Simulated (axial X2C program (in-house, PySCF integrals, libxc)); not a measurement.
**How long does NiAs take?**

A bond scan computed with an in-house relativistic program for diatomic molecules. Basis: As dyall-cv3z [9s9p6d4f1g], Ni dyall-cv3z [9s9p6d3f2g] (cores contracted in-house).

Input:
```json
{
 "zs": [
  33,
  28
 ],
 "q": 0,
 "bas": [
  "dyall-cv3z",
  "dyall-cv3z"
 ],
 "levels": [
  "PBE0",
  "HF",
  "M06"
 ],
 "cc": true,
 "r0": 2.31,
 "thr": -2.0,
 "nmax": 90,
 "npts": 10,
 "nst": 2,
 "ntry": 6
}
```
```bash
python so2c.py task.json out
```

Keys: zs atomic numbers; q charge; bas basis sets; levels methods; cc coupled cluster on or off; r0 starting distance in Å; thr threshold in hartree for freezing inner shells (an s shell follows its p shell); nmax most natural virtual spinors; npts points on the curve; nst determinants followed; ntry starts of the search. HF also brings MP2.

Hardware: 1 thread of Arm Neoverse V1 (shared host).

Wall time of one point of each curve, integrals apart:

```tsv
Hamiltonian	level	points	seconds a point
spin-free	PBE0	6	0.81
spin-free	HF	6	0.57
spin-free	CCSD(T) (15 electrons, 90 virtuals)	6	9.9
spin-free	M06	6	1.5
2c	PBE0	6	1.1
2c	HF	6	0.99
2c	CCSD(T) (15 electrons, 90 virtuals)	6	10
2c	M06	6	1.8
```

The rest:

Search with its distance optimisation 70 s, atoms 29 s, whole task 270 s. Coupled cluster runs on the points near the minimum only. The program drops outer points, and coupled cluster, when its time limit (not in the input) nears; MP2, further determinants and curves that did not converge are not in the table.
